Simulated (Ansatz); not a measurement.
Geometry optimisation of Te₅W₃.

```yaml
crystal:
  periodic: [false, false, false]
  atoms:
    - {symbol: W, position_ang: [-1.109318, 0.065377, 0.657551]}
    - {symbol: W, position_ang: [1.159046, -1.178365, -0.293762]}
    - {symbol: W, position_ang: [1.050503, 1.105016, -0.704420]}
    - {symbol: Te, position_ang: [3.238698, -0.154475, -1.717862]}
    - {symbol: Te, position_ang: [-3.627030, -0.055956, 0.649702]}
    - {symbol: Te, position_ang: [-0.740879, -0.402025, -2.043121]}
    - {symbol: Te, position_ang: [-0.085408, 2.421278, 1.347185]}
    - {symbol: Te, position_ang: [0.114387, -1.800839, 2.104726]}
basis:
  gaussian: {orbitals: def2-SVP}
magnetization: {spin_polarized: true, initial_magnetization: 2}
hamiltonian: {xc: pbe, dispersion: d4}
scf: {lower_state_search: "off"}
output: {orbitals: {seedname: orbitals}}
relax: {f_tol: 0.03, max_steps: 70}
```

```sh
$ ansatz run in.yaml --threads 4 --pin off --events-out ev --progress --plain --max-ram 6963MiB
```

Shortened log:

```
Functional definition: PBE
mean field -41954.03623657 eV, -1541.7823942268 hartree, gradient 2.5e-6 eV, S^2 2.030937; 0 other end points of the search recorded, 0 dependent functions left out
relax step   1: F+E_penalty+E_count = -41955.11229659 eV  Δ(F+E_penalty+E_count) = +0.000e0 eV  max|allowed force component| = 6.672e-1 eV/Å  Δτ_max = 0.0000 Å  (81 SCF iters, accepted)
mean field -41954.06815336 eV, -1541.7835671471 hartree, gradient 2.5e-6 eV, S^2 2.034025; 0 other end points of the search recorded, 0 dependent functions left out
relax step   2: F+E_penalty+E_count = -41955.12720474 eV  Δ(F+E_penalty+E_count) = -1.491e-2 eV  max|allowed force component| = 8.378e-1 eV/Å  Δτ_max = 0.1949 Å  (45 SCF iters, accepted)
mean field -41954.14094304 eV, -1541.7862421185 hartree, gradient 3.0e-6 eV, S^2 2.031284; 0 other end points of the search recorded, 0 dependent functions left out
relax step   3: F+E_penalty+E_count = -41955.20879013 eV  Δ(F+E_penalty+E_count) = -8.159e-2 eV  max|allowed force component| = 2.549e-1 eV/Å  Δτ_max = 0.0774 Å  (46 SCF iters, accepted)
mean field -41954.14677764 eV, -1541.7864565361 hartree, gradient 6.0e-6 eV, S^2 2.031632; 0 other end points of the search recorded, 0 dependent functions left out
relax step   4: F+E_penalty+E_count = -41955.21424735 eV  Δ(F+E_penalty+E_count) = -5.457e-3 eV  max|allowed force component| = 9.596e-2 eV/Å  Δτ_max = 0.0342 Å  (44 SCF iters, accepted)
mean field -41954.15057840 eV, -1541.7865962114 hartree, gradient 4.9e-6 eV, S^2 2.028730; 0 other end points of the search recorded, 0 dependent functions left out
relax step   5: F+E_penalty+E_count = -41955.21752254 eV  Δ(F+E_penalty+E_count) = -3.275e-3 eV  max|allowed force component| = 1.316e-1 eV/Å  Δτ_max = 0.0390 Å  (48 SCF iters, accepted)
mean field -41954.12588950 eV, -1541.7856889114 hartree, gradient 2.7e-6 eV, S^2 2.020580; 0 other end points of the search recorded, 0 dependent functions left out
relax step   6: F+E_penalty+E_count = -41955.18938416 eV  Δ(F+E_penalty+E_count) = +2.814e-2 eV  max|allowed force component| = 7.988e-1 eV/Å  Δτ_max = 0.1963 Å  (56 SCF iters, rejected (line search))
mean field -41954.15998703 eV, -1541.7869419723 hartree, gradient 2.5e-6 eV, S^2 2.021416; 0 other end points of the search recorded, 0 dependent functions left out
relax step   7: F+E_penalty+E_count = -41955.22652101 eV  Δ(F+E_penalty+E_count) = -8.998e-3 eV  max|allowed force component| = 3.492e-1 eV/Å  Δτ_max = 0.0465 Å  (53 SCF iters, accepted)
mean field -41954.17416930 eV, -1541.7874631612 hartree, gradient 2.3e-6 eV, S^2 2.018687; 0 other end points of the search recorded, 0 dependent functions left out
relax step   8: F+E_penalty+E_count = -41955.23990154 eV  Δ(F+E_penalty+E_count) = -1.338e-2 eV  max|allowed force component| = 5.036e-1 eV/Å  Δτ_max = 0.0504 Å  (47 SCF iters, accepted)
mean field -41954.18337933 eV, -1541.7878016237 hartree, gradient 2.3e-6 eV, S^2 2.018087; 0 other end points of the search recorded, 0 dependent functions left out
relax step   9: F+E_penalty+E_count = -41955.24748301 eV  Δ(F+E_penalty+E_count) = -7.581e-3 eV  max|allowed force component| = 3.994e-1 eV/Å  Δτ_max = 0.0672 Å  (48 SCF iters, accepted)
mean field -41954.19368281 eV, -1541.7881802695 hartree, gradient 2.7e-6 eV, S^2 2.017906; 0 other end points of the search recorded, 0 dependent functions left out
relax step  10: F+E_penalty+E_count = -41955.25838915 eV  Δ(F+E_penalty+E_count) = -1.091e-2 eV  max|allowed force component| = 3.206e-1 eV/Å  Δτ_max = 0.0455 Å  (41 SCF iters, accepted)
mean field -41954.19601010 eV, -1541.7882657956 hartree, gradient 2.3e-6 eV, S^2 2.017589; 0 other end points of the search recorded, 0 dependent functions left out
relax step  11: F+E_penalty+E_count = -41955.26188252 eV  Δ(F+E_penalty+E_count) = -3.493e-3 eV  max|allowed force component| = 1.459e-1 eV/Å  Δτ_max = 0.0284 Å  (42 SCF iters, accepted)
mean field -41954.20059167 eV, -1541.7884341652 hartree, gradient 2.5e-6 eV, S^2 2.017804; 0 other end points of the search recorded, 0 dependent functions left out
relax step  12: F+E_penalty+E_count = -41955.26504446 eV  Δ(F+E_penalty+E_count) = -3.162e-3 eV  max|allowed force component| = 2.687e-2 eV/Å  Δτ_max = 0.0340 Å  (47 SCF iters, accepted)
Total energy: -41955.26509236 eV, -1541.8275538440 hartree
Atom 0 at    -1.159126     0.017291     0.546469 Å, force    -0.025363    -0.002605    -0.002485 eV/Å
Atom 1 at     1.194194    -1.177499    -0.278686 Å, force     0.005256     0.022674     0.003835 eV/Å
Atom 2 at     1.108163     1.074036    -0.787404 Å, force    -0.019761     0.000570     0.010219 eV/Å
Atom 3 at     3.369125     0.001456    -1.625440 Å, force    -0.006355    -0.006175    -0.005695 eV/Å
Atom 4 at    -3.644168     0.059217     0.984227 Å, force     0.026866     0.002190     0.001026 eV/Å
Atom 5 at    -0.693460    -0.463521    -2.124437 Å, force     0.017597    -0.002570     0.002713 eV/Å
Atom 6 at    -0.130880     2.367500     1.241698 Å, force     0.010166    -0.012449    -0.007680 eV/Å
Atom 7 at    -0.043848    -1.878468     2.043571 Å, force    -0.008405    -0.001635    -0.001934 eV/Å
Dipole moment:     0.198791    -0.054087    -0.256393 e Å
Checks for a lower state left out: stability, starts, cluster_reference, orbital_swaps, neighbouring_geometries, increment
```

Run time 3.9 min (4 threads of Arm Neoverse V1 on a shared host).

In the def2 sets Te, W take a core potential; there is no spin–orbit coupling. At PBE-D4/def2-SVP a singlet of charge 0 lies 0.67 eV below the triplet, each at its own geometry. The structure comes from a short search, and lower isomers may exist.
